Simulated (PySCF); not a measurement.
# Palladium: a sound run and one with changed settings

Sound run: Pd [Kr] 4d10, Pd+ [Kr] 4d9. Computed with PySCF 2.14 in cc-pVTZ-PP with ECP28MDF, with scalar relativity through the core potential. The sound run starts from symmetry-adapted Hartree-Fock orbitals and uses a fine grid where one is needed.

Changed run: basis STO-3G, all-electron and non-relativistic. This setting is unsound on purpose.

```json
{"species": "Pd", "method": "UHF", "sound run (hartree)": "-126.60901", "changed run (hartree)": "-4888.59991", "converged": "yes"}
{"species": "Pd", "method": "PBE0", "sound run (hartree)": "-127.43507", "changed run (hartree)": "-4890.18435", "converged": "yes"}
{"species": "Pd", "method": "LDA", "sound run (hartree)": "-127.21218", "changed run (hartree)": "-4885.23479", "converged": "yes"}
{"species": "Pd+", "method": "UHF", "sound run (hartree)": "-126.37965", "changed run (hartree)": "-4888.95469", "converged": "yes"}
{"species": "Pd+", "method": "PBE0", "sound run (hartree)": "-127.12685", "changed run (hartree)": "-4890.48697", "converged": "yes"}
{"species": "Pd+", "method": "LDA", "sound run (hartree)": "-126.87276", "changed run (hartree)": "-4885.53461", "converged": "yes"}
```

Ionisation energy of Pd:

| method | sound run (eV) | changed run (eV) |
| --- | --- | --- |
| UHF | 6.241 | -9.654 |
| PBE0 | 8.387 | -8.235 |
| LDA | 9.236 | -8.158 |

A minimal basis cannot let orbitals breathe on ionisation and holds almost no correlation. The Hamiltonian changed with the basis, so the totals do not compare. A negative ionisation energy or a positive MP2 energy shows that the occupation asked for is not the lowest one in this basis.

For comparison, NIST gives 8.337 eV between the lowest levels.
